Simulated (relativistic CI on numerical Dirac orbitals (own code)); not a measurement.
## Cr2+ (3d4) in a crystal field

Calculated by Dirac-Coulomb-Breit CI, separate exchange-only KLI orbitals for each configuration, model QED (radiative potential, 1s self-energy scaled to tabulated hydrogen-like ionisation energies), valence Slater integrals scaled by 0.9, one configuration in a parametric crystal field (own radial code). With so little scaling, terms lie 10 to 35 % too far apart, which can change the order of excited levels.

Field parameters in Wybourne normalisation: Oh B⁴₀ = 21Dq, B⁴₄ = √(5/14) B⁴₀. The field is a parameter set, without covalency.

S is read from ⟨S²⟩ = S(S + 1).

Levels (cm⁻¹, degeneracy): 0 (1), 130 (3), 345 (2), 372 (3), 1140 (1), 1169 (3), 1196 (2), 1207 (3), 1221 (1), 10264 (3), 11673 (2), 19491 (3).

Problem. Which field gives this pattern?
A. Oh, 10Dq = 13750 cm⁻¹
B. Oh, 10Dq = 11100 cm⁻¹
C. Oh, 10Dq = 22100 cm⁻¹
D. Oh, 10Dq = 23400 cm⁻¹

Solution. C. Oh, 10Dq = 22100 cm⁻¹, ground level with S = 1.09.
